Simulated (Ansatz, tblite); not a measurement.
Cost and result up the ladder for Cu₂O₂⁺ (4 atoms). Total charge 1; doublet. Geometry: PBE-D4/def2-SVP.

Cartesian coordinates in Å:
```
Cu -0.832 0.911 0.107
Cu 0.832 -0.911 -0.107
O -0.077 0.087 -1.332
O 0.077 -0.087 1.332
```

Ansatz on 4 threads of Intel Xeon Platinum 8488C on a shared host; xTB runs through tblite on one thread. Times are rough, summed over both states, and most runs start from the orbitals of an earlier one. RPA@PBE/def2-TZVP serves as the yardstick here, not as an exact answer. The other state is a quartet at its own geometry.

The xTB rows come from tblite. Correlated methods freeze 20 core orbitals. Another isomer (doublet) lies 0.46 eV lower at PBE0-D4/def2-TZVP.

Run but left out: HF/STO-3G, HF/def2-TZVP, r2SCAN-D4/def2-TZVP, B97M-V/def2-TZVP, PBE0-D4/def2-TZVP, r2SCAN0-D4/def2-TZVP, CAM-B3LYP-D4/def2-TZVP, MP2/def2-TZVP, CCSD/def2-TZVP, CCSD(T)/def2-TZVP (doublet: ⟨S²⟩ 1.24 to 4.17, where a pure state has 0.75).

Correlated methods converge slowly with the basis.

xTB has no spin-polarisation term.

```csv
level,functions,quartet − doublet (eV),difference from RPA@PBE/def2-TZVP (eV)
GFN2-xTB,26,0.69,0.55
PBE-D4/def2-TZVP (with forces),152,0.21,0.07
GFN1-xTB,26,1.48,1.35
revPBE-D4/def2-TZVP,152,0.14,0.00
RPA@PBE/def2-TZVP,152,0.14,0.00
```

**Question.** Estimate how long each takes.

**Answer.** GFN1-xTB 0.007 s; GFN2-xTB 0.008 s; revPBE-D4/def2-TZVP 7.7 s; PBE-D4/def2-TZVP (with forces) 9.7 s; RPA@PBE/def2-TZVP 11 s. On shared hardware such times vary by a factor of up to 3.
